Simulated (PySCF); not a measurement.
# Rb (rubidium, neutral) across methods

[Kr] 5s1, 2S determinant. All numbers are calculated (PySCF 2.14, the spin-free X2C one-electron Hamiltonian (Gaussian nucleus), in aug-cc-pwCVTZ-X2C).

| method | E (hartree) | mean ε 4p α (eV) | mean ε 4p β (eV) | mean ε 5s α (eV) | Σ⟨r²⟩ (bohr²) | ⟨S²⟩ |
| --- | --- | --- | --- | --- | --- | --- |
| wB97X-V | -2980.79 | -20.284 | -20.241 | -3.994 | 63.69 | 0.750 |
| UHF | -2979.15120 | -22.004 | -21.963 | -3.817 | 66.72 | 0.750 |
| wB97M-V | -2980.79 | -20.164 | -20.097 | -3.956 | 64.18 | 0.750 |
| B3LYP | -2981.06 | -17.265 | -17.211 | -2.799 | 61.94 | 0.750 |
| PBE0 | -2980.72 | -17.720 | -17.641 | -2.867 | 62.92 | 0.750 |
| r2SCAN | -2981.00 | -16.555 | -16.504 | -2.484 | 62.87 | 0.750 |
| LDA | -2977.00 | -16.006 | -15.931 | -2.551 | 60.97 | 0.750 |
| PBE | -2980.64 | -15.947 | -15.857 | -2.436 | 62.50 | 0.750 |
